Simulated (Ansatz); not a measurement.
ClH$_{6}$N$_{3}$Sn (`[NH2][Sn]([NH2])([NH2])[Cl]`). The species carries charge 0 and has multiplicity 1. Correlated methods include outer-core shells of Sn, which these sets cover unevenly. Sn takes the def2 core potential.

```xyz
11

N     0.5078    1.7825    0.5578
Sn    0.1841   -0.1410    0.0911
N    -1.5685   -0.7224    0.8739
N     0.1098   -0.3312   -1.9040
Cl    1.9230   -1.4734    0.9538
H     0.8339    2.3167   -0.2381
H     1.1652    1.9111    1.3162
H    -1.9027   -0.0765    1.5785
H    -1.5442   -1.6488    1.2800
H    -0.6663   -0.9093   -2.2016
H     0.9579   -0.7076   -2.3078
```

Task: Give the diagnostics of a CCSD(T)/def2-TZVPP run (frozen core, Ansatz 0.2.0). (Estimate.)

Result: Computed: T1 = 0.0119, largest single amplitude 0.022, largest double 0.019, (T) share of the correlation energy 3.7 %, 10 CCSD cycles. The RHF solution is stable towards an unrestricted one. T1 lies under the customary mark of 0.02 for closed shells.
